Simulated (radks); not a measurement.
Results of a calculation; reference values are marked as such.
Isoelectronic series with 18 electrons, each ion in its NIST ground configuration. Level of theory: scalar-relativistic Kohn-Sham, PBE, spin-polarised, spherical densities, point nucleus (a radial shooting solver on a logarithmic mesh with Libxc functionals). Total energies (hartree) and orbital eigenvalues (Ry):

ion,configuration,E (hartree),3p,3s,2p
Ar,[Ar],-529.22987,-0.75483,-1.78506,-16.89631
K+,[Ar],-601.92825,-1.82895,-3.04669,-21.04145
Ca2+,[Ar],-679.65892,-3.16483,-4.57426,-25.73949
Ti4+,[Ar],-850.21468,-6.57174,-8.37384,-36.73271
V5+,[Ar],-943.05094,-8.63117,-10.63412,-43.01364
Cr6+,[Ar],-1040.93833,-10.92379,-13.13082,-49.81251
Mn7+,[Ar],-1143.88846,-13.44782,-15.86244,-57.12731
Fe8+,[Ar],-1251.91446,-16.20209,-18.82815,-64.95686

Estimate the row of Sc3+ ([Ar]).

Answer. E (hartree) -762.41979; 3p -4.74820; 3s -6.35248; 2p -30.97291.
